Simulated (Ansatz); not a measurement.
Program: Ansatz. Geometries: PBE0-D4/def2-TZVP. ΔE: electronic, gas phase. CBS: MP2 limit from def2 TZ/QZ plus the TZ coupled-cluster correction, frozen cores. This one scheme is used for every species. DFT in def2-TZVPP. HSE06 is defined as in plane-wave codes. For Ge outer-core shells are correlated without core-valence functions, which leaves a few kJ/mol of doubt a bond. Scalar relativity is left out up to krypton. Each species was taken in one conformer, which may not be the lowest.

`[NH2][GeH2][Cl]` + H–F → `[NH2][GeH2][F]` + HCl  (ligand exchange at a Ge–Cl bond)

`[NH2][GeH2][Cl]`:

Z-matrix (Å, degrees):
```
Ge
Cl 1 2.176
N 1 1.818 2 112.8
H 1 1.530 2 105.8 3 -118.7
H 1 1.530 2 105.8 3 118.7
H 3 1.010 1 115.0 2 -64.0
H 3 1.010 1 115.0 2 64.0
```

H–F:

Cartesian coordinates in Å:
```
F 0.281 -0.345 0.118
H -0.281 0.345 -0.118
```

`[NH2][GeH2][F]`:

Cartesian coordinates in Å:
```
N -0.843 0.306 0.728
Ge 0.536 -0.351 -0.245
F 0.739 0.527 -1.747
H -0.733 1.246 1.079
H -1.763 0.198 0.326
H 0.220 -1.789 -0.663
H 1.843 -0.138 0.522
```

HCl:

Z-matrix (Å, degrees):
```
Cl
H 1 1.279
```

```json
{"level": "revPBE-D4", "ΔE (kcal/mol)": "3.5"}
{"level": "BLYP-D4", "ΔE (kcal/mol)": "1.4"}
{"level": "ωB97M-V", "ΔE (kcal/mol)": "2.0"}
{"level": "BLYP", "ΔE (kcal/mol)": "0.0"}
{"level": "r2SCAN0", "ΔE (kcal/mol)": "2.8"}
{"level": "HSE06", "ΔE (kcal/mol)": "3.4"}
{"level": "CCSD(T)/def2-TZVPP", "ΔE (kcal/mol)": "2.2"}
{"level": "SCS-MP2/def2-QZVPP", "ΔE (kcal/mol)": "2.2"}
```

Problem. What does CCSD(T)/CBS give? (Best estimate.)

Solution. Computed: +3.1 kcal/mol. The listed levels differ from it by 0.4, -1.7, -1.1, -3.1, -0.3, 0.3, -0.9, -0.9 kcal/mol.

Largest T1 diagnostic among the species: 0.011.

In def2-TZVPP, CCSD(T) changes the Hartree–Fock value by +1.3 kcal/mol (the triples alone add +0.3 kcal/mol) and MP2 by +2.4 kcal/mol. Leaving LDA and LC-ωPBE aside and taking each functional with its dispersion term where it has one, the values, not all of them listed here, spread over 3.4 kcal/mol, from CAM-B3LYP-D4 to HSE06-D4. The D4 term adds +1.1 kcal/mol with B3LYP and +0.6 kcal/mol with PBE0; it sums over pairs of atoms, weighted by their polarisabilities, and B3LYP, whose exchange is more repulsive, gets the larger term.

B3LYP here is the variant with VWN-RPA as its local correlation; programs differ in this.
